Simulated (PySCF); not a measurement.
Worked example: oscillator strength and radiative lifetime

Zn(H)(SMe) (CH4SZn), SMILES C[S][ZnH].

Geometry: PBE0-D3(BJ)/def2-SVP.

TDDFT-M06-2X/def2-SVPD in PySCF puts the first singlet state with f over 0.02 at 5.23 eV (vertical), with the transition dipole (0.000, 0.000, -0.522) in atomic units.

Problem. Find the oscillator strength, the wavelength and the radiative lifetime that this transition would have in vacuum if emission retraced absorption.

Solution. 
|μ|² = 0.2725 au, so |μ| = 1.33 D. ΔE = 5.23/27.211 = 0.1922 hartree. f = (2/3) ΔE |μ|² = 0.035 (the program prints 0.035).
λ = 1239.84/5.23 = 237 nm; ν = 42183 cm⁻¹.
Einstein's coefficient A = 0.6670 ν² f s⁻¹ (ν in cm⁻¹) = 4.1e7 s⁻¹, so τ = 1/A = 24 ns. This state is S2; the lower singlet has f = 0.000. The figure is the radiative limit of this one transition; relaxation, internal conversion, crossing to triplets and a medium change what is measured.
